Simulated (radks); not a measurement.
Task: The mean radii <r> (bohr) of the occupied orbitals of an atom or ion are listed with their occupations. Calculated with a radial shooting solver on a logarithmic mesh with Libxc functionals: Dirac Kohn-Sham, BLYP, spin-unpolarised, spherical densities, finite nucleus; Fermi nuclear charge, rms radius of each element as measured or else 0.836 A^(1/3) + 0.57 fm.

| orbital | occ. | <r> |
|---|---|---|
| 1s1/2 | 2 | 0.03040 |
| 2s1/2 | 2 | 0.1313 |
| 2p1/2 | 2 | 0.1112 |
| 2p3/2 | 4 | 0.1164 |
| 3s1/2 | 2 | 0.3582 |
| 3p1/2 | 2 | 0.3495 |
| 3p3/2 | 4 | 0.3605 |
| 3d3/2 | 4 | 0.3327 |
| 3d5/2 | 6 | 0.3362 |
| 4s1/2 | 2 | 0.8786 |
| 4p1/2 | 2 | 0.9386 |
| 4p3/2 | 4 | 0.9700 |
| 4d3/2 | 4 | 1.280 |
| 4d5/2 | 6 | 1.301 |
| 5s1/2 | 2 | 2.903 |

Name the element and its charge. Open shells, if any, fill j = l - 1/2 first.

Result: Z = 48, cadmium, charge 0: Cd in [Kr] 4d10 5s2. The 1s radius gives Z: for a bare nucleus <r> = (2 gamma + 1)/(2Z) with gamma = sqrt(1 - (Z/c)^2), 0.02993 bohr for Z = 48, and screening makes it slightly larger (0.03040 here). The occupations add up to 48, and the charge is Z minus that.
